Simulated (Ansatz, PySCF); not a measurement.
Dimer: HF (SMILES F) (first 2 atoms) with C2H4 (SMILES C=C); geometry from B3LYP-D3(BJ)/def2-TZVP, rigid monomers moved along the line of their centres of mass till H2···C4 is 2.55 Å.
(charge 0, multiplicity 1):
```xyz
8

F     -0.04402     0.39981    -0.26978
H     -0.01822     0.28339     0.65836
C      0.41598    -0.57156     3.01946
C     -0.31718     0.52521     3.17726
H     -0.03854    -1.54922     2.91386
H      1.49845    -0.53413     2.99924
H      0.13758     1.50171     3.29216
H     -1.39939     0.48659     3.20680
```

Interaction energies are E(AB) − E(A) − E(B) at the monomers' geometry in the complex; basis-set methods are counterpoise corrected.

Cores are frozen in the correlated methods. CBS: X⁻³ extrapolation of the correlation energy, Hartree–Fock from the larger set.

Programs: Ansatz (an electronic-structure program); PySCF for the dispersion terms. Each number belongs to the level named beside it.

PBE/def2-TZVPPD gives -17.9 kJ/mol for the interaction energy.

Q: How do the other levels lie against it? Give each less PBE: PBE-D3(BJ)/def2-TZVPPD, r2SCAN/def2-TZVPPD, PBE0/def2-TZVPPD, wB97M-V/def2-TZVPPD, MP2/CBS(aug-cc-pVDZ, aug-cc-pVTZ), MP2/CBS(aug-cc-pVDZ, aug-cc-pVTZ) + ΔCCSD(T)/aug-cc-pVDZ.

A: PBE-D3(BJ)/def2-TZVPPD -2.4; r2SCAN/def2-TZVPPD -0.8; PBE0/def2-TZVPPD 0.1; wB97M-V/def2-TZVPPD -0.3; MP2/CBS(aug-cc-pVDZ, aug-cc-pVTZ) 0.2; MP2/CBS(aug-cc-pVDZ, aug-cc-pVTZ) + ΔCCSD(T)/aug-cc-pVDZ 1.0 kJ/mol. 3 of 6 lie above PBE; the widest gap is to PBE-D3(BJ)/def2-TZVPPD.
